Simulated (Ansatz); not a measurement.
`C=CN(C)[SiH3]` → `C=CN[SiH3]` + `[CH2]` (triplet)  (formal loss of a carbene)

Gas-phase electronic energies from Ansatz, PBE0-D4/def2-TZVP geometries. CCSD(T)/CBS is the MP2 limit (def2-TZVPP, def2-QZVPP) plus CCSD(T) − MP2 in def2-TZVPP, frozen cores. This one scheme is used for every species. DFT in def2-TZVPP. B3LYP here is the variant with VWN-RPA as its local correlation; programs differ in this. Triplets are unrestricted, without spin–orbit coupling. One conformer a species, not always the lowest.

```csv
level,ΔE (eV),difference from CCSD(T)/CBS
PBE-D4,4.36,0.08
revPBE-D4,4.25,-0.03
r2SCANh-D4,4.02,-0.26
CAM-B3LYP-D4,4.26,-0.02
PBE-QIDH,4.24,-0.04
PBE,4.26,-0.02
revPBE,3.96,-0.32
BLYP,4.02,-0.26
B3LYP,4.06,-0.22
BHLYP,3.97,-0.31
CAM-B3LYP,4.17,-0.11
LC-ωPBE,4.13,-0.15
RPA@PBE/def2-TZVPP,4.13,-0.15
CCSD(T)/def2-SVP,4.15,-0.13
CCSD(T)/def2-TZVPP,4.18,-0.10
MP2/def2-QZVPP,4.39,0.11
CCSD(T)/CBS,4.28,0
```

Largest T1 diagnostic among the species: 0.012.

The D4 term adds +0.16 eV with B3LYP and +0.08 eV with PBE0; it sums over pairs of atoms, weighted by their polarisabilities, and B3LYP, whose exchange is more repulsive, gets the larger term. In def2-TZVPP, CCSD(T) changes the Hartree–Fock value by +1.50 eV (the triples alone add +0.13 eV) and MP2 by +1.64 eV. From r2SCAN to r2SCAN0 (25 % exact exchange), in def2-TZVPP and without D4, ΔE moves by −0.05 eV.
